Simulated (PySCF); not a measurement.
C4F5, charge +2, quartet, at a GFN2-xTB geometry of the parent state (a state made from the parent by changing its charge; the spin is typed, not shown lowest); DF-HF/6-31G** (PySCF).

The PySCF input:
```python
from pyscf import gto, scf

mol = gto.Mole()
mol.atom = '''
    F    -0.084173    2.249266    0.446934
    C     0.065248    1.024204    0.185780
    C     1.161509    0.211998   -0.158076
    F     2.409109    0.439709   -0.327868
    C     0.366191   -0.945458   -0.244497
    F     0.589073   -2.157112   -0.515649
    C    -0.933754   -0.170428    0.127079
    F    -1.498155   -0.506632    1.271355
    F    -1.855318   -0.105442   -0.814963
'''
mol.basis = '6-31g**'
mol.charge = 2
mol.spin = 3
mol.verbose = 5
mol.build()

mf = scf.UHF(mol)
mf = mf.density_fit(auxbasis='def2-universal-jkfit')
mf.kernel()
```

The log (banner, timings and long lists left out):

```
PySCF version 2.14.0

[INPUT] verbose = 5
[INPUT] max_memory = 4000
[INPUT] num. atoms = 9
[INPUT] num. electrons = 67
[INPUT] charge = 2
[INPUT] spin (= nelec alpha-beta = 2S) = 3
[INPUT] symmetry False subgroup None
[INPUT] Mole.unit = angstrom
[INPUT] Symbol           X                Y                Z      unit          X                Y                Z       unit  Magmom
[...]
[INPUT] ---------------- BASIS SET ----------------
[INPUT] l, kappa, [nprim/nctr], expnt,             c_1 c_2 ...
[INPUT] F
[...]
                                1051.36609        0.0139160796
                                239.28569         0.0684053245
                                67.3974453        0.23318576
                                21.5199573        0.471267439
                                7.4031013         0.356618546
[...]
                                4.80830834        -0.146451658
                                1.34406986        1.12868858
[...]
                                4.80830834        0.345912103
                                1.34406986        0.722469957
[...]
[INPUT] C
[...]
                                457.36951         0.0140373
                                103.94869         0.0688426
                                29.210155         0.2321844
                                9.286663          0.4679413
                                3.163927          0.362312
[...]
                                1.8812885         -0.1608542
                                0.5442493         1.1434564
[...]
                                1.8812885         0.316424
                                0.5442493         0.7443083
[...]
nuclear repulsion = 469.59776132446
number of shells = 54
number of NR pGTOs = 243
number of NR cGTOs = 126
basis = 6-31g**
ecp = {}

******** <class 'pyscf.df.df_jk.DFUHF'> ********
method = DFUHF
initial guess = minao
damping factor = 0
level_shift factor = 0
DIIS = <class 'pyscf.scf.diis.CDIIS'>
diis_start_cycle = 1
diis_space = 8
diis_damp = 0
SCF conv_tol = 1e-09
SCF conv_tol_grad = None
SCF max_cycles = 50
direct_scf = False
number electrons alpha = 35  beta = 32
Set gradient conv threshold to 3.16228e-05
******** <class 'pyscf.df.df.DF'> ********
auxbasis = def2-universal-jkfit
num shells = 225, num cGTOs = 685
size of aux basis 685
int3c2e [1/1], AO [0:54], nrow = 8001
E1 = -1832.9543659599385  E2 = 712.4532442286236  Ecoul = 783.9210865974052  Exc = -71.46784236878159
init E= -650.903360406855
[...]
   2.94072849   2.97242365   2.99293202   3.01539194   3.12735165
   3.21013324]
  beta  mo_energy =
[-2.68957044e+01 -2.68521257e+01 -2.68521125e+01 -2.68514756e+01
 -2.68514436e+01 -1.20157735e+01 -1.19983249e+01 -1.19063995e+01
 -1.19063772e+01 -2.20009660e+00 -2.18644985e+00 -2.16143356e+00
 -2.16013737e+00 -2.11106805e+00 -1.73631223e+00 -1.45464801e+00
 -1.40894910e+00 -1.35496601e+00 -1.31535894e+00 -1.28635723e+00
 -1.27818792e+00 -1.27717062e+00 -1.23463529e+00 -1.19836438e+00
 -1.17793505e+00 -1.17281726e+00 -1.16083492e+00 -1.15814760e+00
 -1.13549543e+00 -1.10965972e+00 -1.08301444e+00 -1.07444035e+00
 -6.43677941e-01 -5.80135551e-01 -3.35978950e-01 -2.71744284e-01
 -2.43352291e-01 -1.35456463e-01 -1.13184597e-01 -7.79847024e-02
 -3.61259475e-02 -8.80926205e-03  4.35849839e-03  9.28104923e-02
  1.79990193e-01  2.30382269e-01  2.40174074e-01  2.46223213e-01
  2.46389002e-01  2.98225586e-01  3.07178918e-01  3.48691236e-01
  3.51382162e-01  4.12698380e-01  4.68273201e-01  4.83018849e-01
  5.21641766e-01  6.06804114e-01  6.95619484e-01  7.01514200e-01
  9.13784706e-01  9.23242763e-01  9.55136129e-01  9.83357379e-01
  1.01246425e+00  1.04441787e+00  1.05402534e+00  1.08105367e+00
  1.11522553e+00  1.14958564e+00  1.16341012e+00  1.16958516e+00
  1.19912913e+00  1.20345795e+00  1.22923873e+00  1.22951809e+00
  1.26330722e+00  1.28317036e+00  1.28911177e+00  1.39768790e+00
  1.40417195e+00  1.40667972e+00  1.42653315e+00  1.42677258e+00
  1.46089580e+00  1.52875878e+00  1.53428542e+00  1.56081714e+00
  1.60474306e+00  1.60920926e+00  1.67474465e+00  1.69236838e+00
  1.71271611e+00  1.71905724e+00  1.75209167e+00  1.76253799e+00
  1.80519567e+00  1.80551443e+00  1.88574659e+00  1.92617524e+00
  1.94213077e+00  1.95698820e+00  2.00506652e+00  2.00804967e+00
  2.02890207e+00  2.10166836e+00  2.11250667e+00  2.11513386e+00
  2.21595341e+00  2.22793065e+00  2.31490514e+00  2.35353189e+00
  2.36027576e+00  2.37345759e+00  2.50689452e+00  2.52495946e+00
  2.57729498e+00  2.69856944e+00  2.73357202e+00  2.81100858e+00
  2.94859577e+00  2.98025455e+00  2.99945547e+00  3.02877905e+00
  3.14248676e+00  3.22020040e+00]
multiplicity <S^2> = 3.7892734  2S+1 = 4.0195887
E1 = -1798.651932066974  E2 = 681.6153375888762  Ecoul = 751.9548846712098  Exc = -70.33954708233364
Extra cycle  E= -647.438833153638  delta_E= -1.25e-10  |g|= 6.47e-06  |ddm|= 1.44e-05
converged SCF energy = -647.438833153638  <S^2> = 3.7892734  2S+1 = 4.0195887
```
